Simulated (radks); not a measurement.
Q: The mean radii <r> (bohr) of the occupied orbitals of an atom or ion are listed with their occupations. All-electron calculation, non-relativistic Kohn-Sham, r2SCAN, spin-unpolarised, spherical densities, point nucleus; meta-GGA in the generalised Kohn-Sham scheme. Program: a radial shooting solver on a logarithmic mesh with Libxc functionals.

| orbital | occ. | <r> |
|---|---|---|
| 1s | 2 | 0.01941 |
| 2s | 2 | 0.08181 |
| 2p | 6 | 0.06916 |
| 3s | 2 | 0.2065 |
| 3p | 6 | 0.1969 |
| 3d | 10 | 0.1723 |
| 4s | 2 | 0.4557 |
| 4p | 6 | 0.4606 |
| 4d | 10 | 0.4706 |
| 4f | 14 | 0.5033 |
| 5s | 2 | 1.057 |
| 5p | 6 | 1.155 |
| 5d | 9 | 1.604 |

Name the element and its charge.

A: Z = 78, platinum, charge +1: Pt+ in [Xe] 4f14 5d9. The 1s radius gives Z: for a bare nucleus <r> = 1.5/Z, 0.01923 bohr for Z = 78, and screening makes it slightly larger (0.01941 here). The occupations add up to 77, and the charge is Z minus that.
